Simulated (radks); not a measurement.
Problem. The mean radii <r> (bohr) of the occupied orbitals of an atom or ion are listed with their occupations. Method: Dirac Kohn-Sham, LDA (Slater exchange, Perdew-Wang correlation), spin-unpolarised, spherical densities, finite nucleus; Fermi nuclear charge, rms radius of each element as measured or else 0.836 A^(1/3) + 0.57 fm; computed with a radial shooting solver on a logarithmic mesh with Libxc functionals.

orbital  occ.      <r>
1s1/2       2  0.02725
2s1/2       2   0.1168
2p1/2       2  0.09851
2p3/2       4   0.1042
3s1/2       2   0.3143
3p1/2       2   0.3043
3p3/2       4   0.3159
3d3/2       4   0.2866
3d5/2       6   0.2903
4s1/2       2   0.7398
4p1/2       2   0.7721
4p3/2       4   0.8007
4d3/2       4   0.9115
4d5/2       6   0.9228
5s1/2       1    1.861
5p1/2       2    2.131
5p3/2       2    2.211

Name the element and its charge. Open shells, if any, fill j = l - 1/2 first.

Solution. Z = 53, iodine, charge +2: I2+ in [Kr] 4d10 5s1 5p4. The 1s radius gives Z: for a bare nucleus <r> = (2 gamma + 1)/(2Z) with gamma = sqrt(1 - (Z/c)^2), 0.02683 bohr for Z = 53, and screening makes it slightly larger (0.02725 here). The occupations add up to 51, and the charge is Z minus that.
